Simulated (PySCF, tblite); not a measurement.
Isomers of C4H7F2NSi, one GFN2-xTB conformer each. Single-point energies are computed at PBE0/pcSseg-1 (PySCF, gas phase, no added dispersion term), electronic only.

Problem. Rank them by PBE0/pcSseg-1 energy, lowest first (kJ/mol).
A. `[F:1][C:2]1([F:3])[CH:4]=[CH:5][CH2:6][NH:7][SiH2:8]1` with F1–C2–C4–C5 99°, C4–C5–C6–N7 4°, C5–C6–N7–Si8 20°, C6–N7–Si8–C2 -37°
B. `[F:1][CH:2]([F:3])/[CH:4]=[C:5]1/[CH2:6][NH:7][SiH2:8]1` with F1–C2–C4–C5 -9°
C. `[F:1][CH:2]([F:3])[C:4]1=[CH:5][CH2:6][NH:7][SiH2:8]1` with F1–C2–C4–C5 -121°

Solution. C (0.0), A (30.9), B (88.4).

As drawn, the highest has a four-membered ring, which the lowest lacks. GFN2-xTB itself gives, in the same order: 0.0, 12.1, 76.2. Both levels put the same isomer lowest; measured from each level's own lowest isomer, the values differ by up to 18.8 kJ/mol (FC1(F)C=CCN[SiH2]1: 12.1 against 30.9).

Problem. Which frontier levels, dipoles and rotational constants go with these structures?

Solution. 
| SMILES | HOMO (eV, PBE0/pcSseg-1) | LUMO (eV) | dipole (D) | A, B, C (MHz) |
| --- | --- | --- | --- | --- |
| FC(F)C1=CCN[SiH2]1 | -6.82 | -0.47 | 3.57 | 3151, 1156, 1012 |
| FC1(F)C=CCN[SiH2]1 | -7.11 | -0.27 | 4.00 | 2512, 1593, 1227 |
| FC(F)/C=C1/CN[SiH2]1 | -6.73 | -0.60 | 2.58 | 3562, 1045, 875.4 |

Problem. What happens when harmonic zero-point energies from GFN2-xTB frequencies are added?

Solution. 
| SMILES | ZPE (kJ/mol) | electronic (kJ/mol) | with ZPE (kJ/mol) |
| --- | --- | --- | --- |
| FC(F)C1=CCN[SiH2]1 | 269.4 | 0.0 | 0.0 |
| FC1(F)C=CCN[SiH2]1 | 270.0 | 30.9 | 31.5 |
| FC(F)/C=C1/CN[SiH2]1 | 266.9 | 88.4 | 85.9 |

The zero-point energies span 3.1 kJ/mol. The order is unchanged.
